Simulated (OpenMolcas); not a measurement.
## Pr3+: input and output

Input:

```
&GATEWAY
Coord
1

Pr 0.0 0.0 0.0
Basis=ANO-R1
Group=XYZ
NoMove
AngMom=0.0 0.0 0.0
AMFI
&SEWARD
* reference wave functions (RASSCF and RASSI steps not shown): 2 electrons in 7 orbitals (4f)
>>> COPY JOB001 $Project.JobIph
&CASPT2
Multistate=18 1 2 3 4 5 6 7 8 9 10 11 12 13 14 15 16 17 18
NoMult
Frozen=9 9
IPEA=0.75
Sig2=0.25
MaxIter=60
WThr=0.0 0.3 0.05
PrWF=0.5
NoMix
>>> COPY JOB002 $Project.JobIph
&CASPT2
Multistate=14 1 2 3 4 5 6 7 8 9 10 11 12 13 14
NoMult
Frozen=9 9
IPEA=0.75
Sig2=0.25
MaxIter=60
WThr=0.0 0.3 0.05
PrWF=0.5
NoMix
```

Launched by
```bash
OMP_NUM_THREADS=1 MOLCAS_MEM=2252 MOLCAS_PROJECT=a pymolcas a.inp > a.log  # once for each step of the input, in one work folder
```

Output, cut to the results:

```
--- CASPT2 ---
Orbital specifications:
      -----------------------

      Symmetry species                           1   2
                                                ag  au
      Frozen orbitals                            9   9
      Inactive orbitals                          6   3
      Active orbitals                            0   7
      Secondary orbitals                         7  10
      Deleted orbitals                           0   0
      Number of basis functions                 22  29
Type of calculation                        SS-CASPT2
      Fock operator                              state-specific
      IPEA shift                                 0.75
      Real shift                                 0.00
      Imaginary shift                            0.00
      Sigma^2 regularizer                        0.25
      The input orbitals will be transformed to quasi-canonical
Reference energy:       -9231.8343668300
      E2 (Non-variational):      -0.3766324867
      Shift correction:          -0.0000000194
      E2 (Variational):          -0.3766325062
      Total energy:           -9232.2109993361
      Residual norm:              0.0000001467
      Reference weight:           0.93611
      Contributions to the CASPT2 correlation energy
      Active & Virtual Only:         -0.0027152382
      One Inactive Excited:          -0.0198553955
      Two Inactive Excited:          -0.3540618530
Reference energy:       -9231.8343668300
      E2 (Non-variational):      -0.3767223522
      Shift correction:          -0.0000000194
      E2 (Variational):          -0.3767223716
      Total energy:           -9232.2110892016
      Residual norm:              0.0000001459
      Reference weight:           0.93605
      Contributions to the CASPT2 correlation energy
      Active & Virtual Only:         -0.0027142238
      One Inactive Excited:          -0.0199385404
      Two Inactive Excited:          -0.3540695879
::    CASPT2 Root  1     Total energy:  -9232.21099934
::    CASPT2 Root  2     Total energy:  -9232.21108920
::    CASPT2 Root  3     Total energy:  -9232.21094534
::    CASPT2 Root  4     Total energy:  -9232.21105688
::    CASPT2 Root  5     Total energy:  -9232.21099707
::    CASPT2 Root  6     Total energy:  -9232.21101724
::    CASPT2 Root  7     Total energy:  -9232.21100910
::    CASPT2 Root  8     Total energy:  -9232.21119715
::    CASPT2 Root  9     Total energy:  -9232.21104058
::    CASPT2 Root 10     Total energy:  -9232.21098236
::    CASPT2 Root 11     Total energy:  -9232.21114962
::    CASPT2 Root 12     Total energy:  -9232.18949458
::    CASPT2 Root 13     Total energy:  -9232.18949524
::    CASPT2 Root 14     Total energy:  -9232.18956378
::    CASPT2 Root 15     Total energy:  -9232.18954456
::    CASPT2 Root 16     Total energy:  -9232.18949719
::    CASPT2 Root 17     Total energy:  -9232.18951177
::    CASPT2 Root 18     Total energy:  -9232.18947731
--- CASPT2 ---
Orbital specifications:
      -----------------------

      Symmetry species                           1   2
                                                ag  au
      Frozen orbitals                            9   9
      Inactive orbitals                          6   3
      Active orbitals                            0   7
      Secondary orbitals                         7  10
      Deleted orbitals                           0   0
      Number of basis functions                 22  29
Type of calculation                        SS-CASPT2
      Fock operator                              state-specific
      IPEA shift                                 0.75
      Real shift                                 0.00
      Imaginary shift                            0.00
      Sigma^2 regularizer                        0.25
      The input orbitals will be transformed to quasi-canonical
Reference energy:       -9231.8028978699
      E2 (Non-variational):      -0.3798886724
      Shift correction:          -0.0000187032
      E2 (Variational):          -0.3799073756
      Total energy:           -9232.1828052455
      Residual norm:              0.0000001944
      Reference weight:           0.93446
      Contributions to the CASPT2 correlation energy
      Active & Virtual Only:         -0.0039746965
      One Inactive Excited:          -0.0193927471
      Two Inactive Excited:          -0.3565212288
Reference energy:       -9231.8028978699
      E2 (Non-variational):      -0.3800426719
      Shift correction:          -0.0000347888
      E2 (Variational):          -0.3800774607
      Total energy:           -9232.1829753306
      Residual norm:              0.0000002371
      Reference weight:           0.93418
      Contributions to the CASPT2 correlation energy
      Active & Virtual Only:         -0.0040897554
      One Inactive Excited:          -0.0194055511
      Two Inactive Excited:          -0.3565473654
::    CASPT2 Root  1     Total energy:  -9232.18280525
::    CASPT2 Root  2     Total energy:  -9232.18297533
::    CASPT2 Root  3     Total energy:  -9232.18296916
::    CASPT2 Root  4     Total energy:  -9232.18332241
::    CASPT2 Root  5     Total energy:  -9232.18412697
::    CASPT2 Root  6     Total energy:  -9232.18358565
::    CASPT2 Root  7     Total energy:  -9232.18287409
::    CASPT2 Root  8     Total energy:  -9232.18285962
::    CASPT2 Root  9     Total energy:  -9232.18353199
::    CASPT2 Root 10     Total energy:  -9232.12880896
::    CASPT2 Root 11     Total energy:  -9232.12880108
::    CASPT2 Root 12     Total energy:  -9232.12881229
::    CASPT2 Root 13     Total energy:  -9232.12900590
::    CASPT2 Root 14     Total energy:  -9232.12882457
```

Levels above the lowest, from the spin-orbit matrix with the single-state CASPT2 energies, averaged by term, on its diagonal:

```tsv
Configuration	Term	J	E (cm-1)	Measured (cm-1)	g	Term weight %	Second
4f2	3H	4	0.0	0.0	0.806	97	3 1G
4f2	3H	5	2360	2152	1.033	100	
4f2	3H	6	4860	4389	1.167	100	
4f2	3F	2	5560	4997	0.672	98	
4f2	3F	3	7080	6415	1.084	100	
4f2	3F	4	7360	6855	1.136	56	42 1G
4f2	1G	4	10530		1.108	55	44 3F
```

Against the 5 measured excited levels shown (Martin, Zalubas and Hagan, Atomic Energy Levels: The Rare-Earth Elements, NSRDS-NBS 60 (1978)) the mean absolute deviation is 480 cm-1; the largest miss in energy is 4f2 3F3: computed 7080, measured 6415 cm-1 (+10.4 %).

CASPT2 breaks the degeneracy within a term, and the mean is taken; among the terms shown or strongly mixed into the levels shown the widest spread is 290 cm-1 (4f2 1G). Some high roots are left out of the spin-orbit mixing, which shifts the levels that they would mix with. Terms from blocks run as CI alone lack orbitals of their own. The basis is small and was not contracted for so high a charge. Computed and measured levels are paired by configuration, term and J; levels that our copy of the source lacks, or whose pairing is in doubt (as where it misses far off the trend of its configuration), stay unpaired and out of the deviations. Levels of configurations outside the active space are missing. The first state left out of the spin-orbit step lies near 26000 cm-1 above the lowest spin-free state of the reference (among the parities and spins computed), and the list stops at four fifths of that energy or lower.

The CASPT2 steps took 5.5 s on 1 thread of Arm Neoverse V2, with other jobs on the host; the integral step is not counted.

The term weight is that of the spin-free term in the level, not the purity of its configuration.
